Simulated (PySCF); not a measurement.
The multiplicity is imposed and other spin states were not computed.

[Ag(CNH)(CH3)] (charge 0, multiplicity 1)

Level of theory: TPSSh-D3(BJ)/def2-TZVP // r2SCAN-D4/def2-SVP run with PySCF.

```yaml
HOMO: -5.19 eV
dipole_moment: 6.96 D
HOMO–LUMO gap: 3.58 eV
LUMO: -1.61 eV
charge on the central atom (Mulliken): 0.07 e
total_energy: -280.3272 Ha
cost: very roughly 3 core-minutes
```

Bond lengths (Å): Ag1–C3 2.026, Ag1–C5 2.072, N2–C3 1.171, N2–H4 1.006, C5–H6 1.103, C5–H7 1.104, C5–H8 1.103. Bond angles (°): C3–Ag1–C5 179.9, C3–N2–H4 180.0, Ag1–C3–N2 179.8, Ag1–C5–H6 111.3, Ag1–C5–H7 111.3, Ag1–C5–H8 111.3, H6–C5–H7 107.6, H6–C5–H8 107.6, H7–C5–H8 107.6.
